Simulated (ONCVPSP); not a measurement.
# Potentials for Bi compared

Generated with ld1.x 7.5 (TM, RRKJ, ultrasoft, PAW), atompaw 4.2 or ONCVPSP 4.0.1. The cutoff is in Ry: for ld1.x and atompaw files where the sum of valence levels is converged to 10 mRy in a Bessel basis, for ONCV files where the hardest occupied wave has 1 mHa per electron of residual kinetic energy. The error is the largest all-electron minus pseudo excitation energy over each file’s own four to seven test configurations (ionisations up to +4, promotions, holes and added fractions of an electron), all of which were solved. The labels leave out finer settings (local radius, basis sizes, second energies), which also bear on the numbers. Spin-polarised tests are not counted. The rows are a selection from randomly drawn settings: files with unsolved tests, undetermined cutoffs or missed reference levels are left out.

A true bound ghost makes a file unfit for plane-wave use even where its test errors are small: the radial tests pick states by their node count and pass the ghost by.

```tsv
potential	cutoff (Ry)	largest error (meV)	bound ghosts
ONCV, LDA (Perdew-Wang 92), scalar-relativistic, rc 1.30/1.45/1.40 (spd), local smoothed, core correction no, reference 5s2 5p6 5d10 6s2 6p3, qcut 9.9/8/9.2, projectors 2/2/3	75	-23	none
ONCV, LDA (Perdew-Wang 92), fully relativistic, rc 1.55/1.50/1.25 (spd), local smoothed, core correction no, reference 5s2 5p6 5d10 6s2 6p3, qcut 10.1/8.4/8.4, projectors 2/2/2	63	-0.9	none
ONCV, PBE, fully relativistic, rc 1.20/1.80/1.40 (spd), local smoothed, core correction no, reference 5s2 5p6 5d10 6s2 6p3, qcut 9.5/8.8/12.2, projectors 3/2/2	78	-126	none
ONCV, PW91, scalar-relativistic, rc 2.00/2.25 (sp), local smoothed, core correction yes, reference 6s2 6p3, qcut 3.3/3.8, projectors 3/1	33	-305	none
```

(1) Fill in the row for Bi: ONCV, PBE, scalar-relativistic, rc 1.90/1.35/2.00 (spd), local smoothed, core correction yes, reference 5p6 5d10 6s2 6p3, qcut 3.1/12.8/8.4, projectors 2/3/1.

Answers

(1) cutoff 91 Ry, largest error -41 meV, bound ghosts: s.
